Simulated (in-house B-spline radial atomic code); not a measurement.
# Ionising Ge²⁺ with different functionals

Computed with a radial B-spline atomic code at the basis-set limit: non-relativistic Hamiltonian, point nucleus, spin-polarised at highest spin, spherical fractional occupations for the functionals, and exact exchange of hybrids averaged over the configuration. The ionisation energy is the difference of two self-consistent energies, [Ar] 3d10 4s2 → [Ar] 3d10 4s1, without Breit or QED terms; ε is the level of the shell that loses the electron (its least bound occupied spin orbital). There is no spin-orbit coupling in this Hamiltonian.

```tsv
method	rung	ΔSCF (eV)	-ε(4s) (eV)
PBE0	global hybrid	33.51	29.81
B3LYP	global hybrid	33.97	29.84
TPSSh	global hybrid	33.43	29.14
M06-2X	global hybrid	33.58	30.13
BHandHLYP	global hybrid	33.45	30.88
r2SCAN0	global hybrid	33.31	30.04
B97-1	global hybrid	33.82	29.56
HSE06	range-separated hybrid	33.58	29.52
wB97X	range-separated hybrid	33.75	32.49
CAM-B3LYP	range-separated hybrid	33.93	31.47
LC-wPBE	range-separated hybrid	33.51	32.76
```

Task: Among the functionals, which spreads more, the ΔSCF values or the orbital energies?

Result: The orbital energies: ΔSCF values span about 0.66 eV and the orbital energies 3.62 eV; here energy differences depend much less on the functional than eigenvalues do.

Task: How do they compare with the NIST value?

Result: NIST lists 34.058 eV ± 0.0012 (measured, ground level to ground level). Errors run from -0.75 to -0.09 eV; B3LYP is closest (-0.09 eV), but part of that can be cancellation, since the calculations leave out relativity, Breit-QED terms.
